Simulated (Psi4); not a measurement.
Cl₂Sn, charge -1, doublet, geometry from GFN2-xTB (such geometries of metal compounds can be far from the true shape) (a state made from the parent by changing its charge; the spin is typed, not shown lowest) (core potentials on Sn) (a gas-phase anion, which may not be bound at this level); WB97X-V/def2-SVP (Psi4 1.11).

Psi4 was given this input:
```
memory 2 GB

molecule mol {
-1 2
Sn    0.010764   -0.010247    0.639126
Cl    1.232306    1.558930   -0.936160
Cl   -1.263964   -1.528793   -0.943623
}

set {
  basis def2-svp
  reference uks
  scf_type pk
  puream true
  d_convergence 1e-8
  dft_radial_points 99
  dft_spherical_points 590
}

energy('wb97x-v')
print_variables()
```

### Question
Write the output that Psi4 gives for this input, abridged.

### Answer

```
   => Loading Basis Set <=

    Name: DEF2-SVP
    Role: ORBITAL
    Keyword: BASIS

    !!!  WARNING: ECP capability is in beta. Please check occupations closely.  !!!

         ---------------------------------------------------------
                                   SCF
               by Justin Turney, Rob Parrish, Andy Simmonett
                          and Daniel G. A. Smith
                              UKS Reference
         ---------------------------------------------------------

  ==> Geometry <==

    Molecular point group: cs
    Full point group: Cs

    Geometry (in Angstrom), charge = -1, multiplicity = 2:

       Center              X                  Y                   Z               Mass
    ------------   -----------------  -----------------  -----------------  -----------------
         SN           0.001093944473    -0.581871943064     0.000000000000   119.902201630000
         CL          -1.987158653318     0.993837073306     0.000000000000    34.968852682000
         CL           1.983407705240     1.001302077369     0.000000000000    34.968852682000

  Running in cs symmetry.

  Rotational constants: A =      0.15298  B =      0.06116  C =      0.04369 [cm^-1]
  Rotational constants: A =   4586.24805  B =   1833.40900  C =   1309.80026 [MHz]
  Nuclear repulsion =  194.541501181944028

  Charge       = -1
  Multiplicity = 2
  Electrons    = 57
  Nalpha       = 29
  Nbeta        = 28

  ==> Algorithm <==

  SCF Algorithm Type is PK.
  DIIS enabled.
  MOM disabled.
  Fractional occupation disabled.
  Guess Type is SAD.
  Energy threshold   = 1.00e-06
  Density threshold  = 1.00e-08
  Integral threshold = 1.00e-12

  ==> Primary Basis <==

  Basis Set: DEF2-SVP
    Blend: DEF2-SVP
    Number of shells: 26
    Number of basis functions: 62
    Number of Cartesian functions: 66
    Spherical Harmonics?: true
    Max angular momentum: 2

  Core potential: DEF2-SVP
    Number of shells: 4
    Number of ECP primitives: 18
    Number of ECP core electrons: 28
    Max angular momentum: 3

  ==> DFT Potential <==

   => LibXC <=

    Version 7.1.2
    S. Lehtola, C. Steigemann, M. J. T. Oliveira, and M. A. L. Marques,  SoftwareX 7, 1–5 (2018) (10.1016/j.softx.2017.11.002)

   => Composite Functional: WB97X-V <=

    wB97X-V Hyb-GGA Exchange-Correlation Functional

    N. Mardirossian and M. Head-Gordon,  Phys. Chem. Chem. Phys. 16, 9904–9924 (2014) (10.1039/C3CP54374A)

    Deriv               =              1
    GGA                 =           TRUE
    Meta                =          FALSE

    Exchange Hybrid     =           TRUE
    MP2 Hybrid          =          FALSE

   => Exchange-Correlation Functionals <=

    1.0000   wB97X-V range-separated functional

   => Exact (HF) Exchange <=

    0.8330            HF,LR [omega = 0.3000]
    0.1670               HF

   => LibXC Density Thresholds  <==

    XC_HYB_GGA_XC_WB97X_V:  1.00E-14

   => VV10 Non-Local Parameters <=

    VV10 B              =     6.0000E+00
    VV10 C              =     1.0000E-02

   => Molecular Quadrature <=

    Radial Scheme          =       TREUTLER
    Pruning Scheme         =           NONE
    Nuclear Scheme         =       TREUTLER

    Blocking Scheme        =         OCTREE
    BS radius alpha        =              1
    Pruning alpha          =              1
    Radial Points          =             99
    Spherical Points       =            590
    Total Points           =         162504
    Total Blocks           =           1300
    Max Points             =            256
    Max Functions          =             57
    Weights Tolerance      =       1.00E-15

  ==> Integral Setup <==

  Using in-core PK algorithm.
   Calculation information:
      Number of atoms:                   3
      Number of AO shells:              26
      Number of primitives:             59
      Number of atomic orbitals:        66
      Number of basis functions:        62

      Integral cutoff                 1.00e-12
[...]
     A"        18      18
   -------------------------
    Total      62      62
   -------------------------

  ==> Iterations <==

                        Total Energy        Delta E     RMS |[F,P]|

   @UKS iter SAD: -1132.49193544339255   -1.13249e+03   0.00000e+00
   @UKS iter   1: -1134.31576905407064   -1.82383e+00   7.95224e-03 ADIIS/DIIS
   @UKS iter   2: -1134.38450417486911   -6.87351e-02   4.13591e-03 ADIIS/DIIS
   @UKS iter   3: -1134.40013812462803   -1.56339e-02   4.13934e-04 ADIIS/DIIS
   @UKS iter   4: -1134.40063558554198   -4.97461e-04   2.13559e-04 ADIIS/DIIS
   @UKS iter   5: -1134.40073656860795   -1.00983e-04   4.26746e-05 DIIS
   @UKS iter   6: -1134.40074752205214   -1.09534e-05   1.20215e-05 DIIS
   @UKS iter   7: -1134.40074817222830   -6.50176e-07   4.85024e-06 DIIS
   @UKS iter   8: -1134.40074833666722   -1.64439e-07   1.35074e-06 DIIS
   @UKS iter   9: -1134.40074835548444   -1.88172e-08   4.81445e-07 DIIS
   @UKS iter  10: -1134.40074835792166   -2.43722e-09   1.61802e-07 DIIS
   @UKS iter  11: -1134.40074835816108   -2.39424e-10   3.78762e-08 DIIS
   @UKS iter  12: -1134.40074835817177   -1.06866e-11   1.01735e-08 DIIS
   @UKS iter  13: -1134.40074835817245   -6.82121e-13   2.55769e-09 DIIS
  Energy and wave function converged.

  ==> Post-Iterations <==

   Electrons on quadrature grid:
      Nalpha   =   29.0000007897 ; deviation = 7.897e-07
      Nbeta    =   28.0000007214 ; deviation = 7.214e-07
      Ntotal   =   57.0000015110 ; deviation = 1.511e-06

   @Spin Contamination Metric:   3.616844026E-03
   @S^2 Expected:                7.500000000E-01
   @S^2 Observed:                7.536168440E-01
   @S   Expected:                5.000000000E-01
   @S   Observed:                5.000000000E-01

    Orbital Energies [Eh]
    ---------------------

    Alpha Occupied:

[...]
    Alpha Virtual:

[...]
    Beta Occupied:

[...]
      21Ap    -0.159100

    Beta Virtual:

[...]
      44Ap    51.984018

    Final Occupation by Irrep:
             Ap   App
    DOCC [    21,    7 ]
    SOCC [     0,    1 ]
    NA   [    21,    8 ]
    NB   [    21,    7 ]

  @UKS Final Energy: -1134.40074835817245

   => Energetics <=

    Nuclear Repulsion Energy =            194.5415011819440281
    One-Electron Energy =               -2047.9643172357741605
    Two-Electron Energy =                 774.0379796859182306
    DFT Exchange-Correlation Energy =     -55.2440033829603152
    Empirical Dispersion Energy =           0.0000000000000000
    VV10 Nonlocal Energy =                  0.2280913926997562
    Total Energy =                      -1134.4007483581722227

  UHF NO Occupations:
  HONO-2 :    7App 1.9998829
  HONO-1 :   21 Ap 1.9984189
  HONO-0 :    8App 1.0000000
  LUNO+0 :   22 Ap 0.0015811
  LUNO+1 :    9App 0.0001171
  LUNO+2 :   10App 0.0000461
  LUNO+3 :   23 Ap 0.0000311

Computation Completed

Properties will be evaluated at   0.000000,   0.000000,   0.000000 [a0]

Properties computed using the SCF density matrix

 Multipole Moments:

 ------------------------------------------------------------------------------------
     Multipole            Electronic (a.u.)      Nuclear  (a.u.)        Total (a.u.)
 ------------------------------------------------------------------------------------

 L = 1.  Multiply by 2.5417464519 to convert [e a0] to [Debye]
 Dipole X            :          0.0774053           -0.0750209            0.0023844
 Dipole Y            :        -41.1721814           39.9038023           -1.2683791
 Dipole Z            :          0.0000000            0.0000000            0.0000000
 Magnitude           :                                                    1.2683814

 ------------------------------------------------------------------------------------

  Variable Map:
  ----------------------------------------------------------------------------
[...]
  Array Variable Map:
  ----------------------------------------------------------------------------
[...]
[...]
```
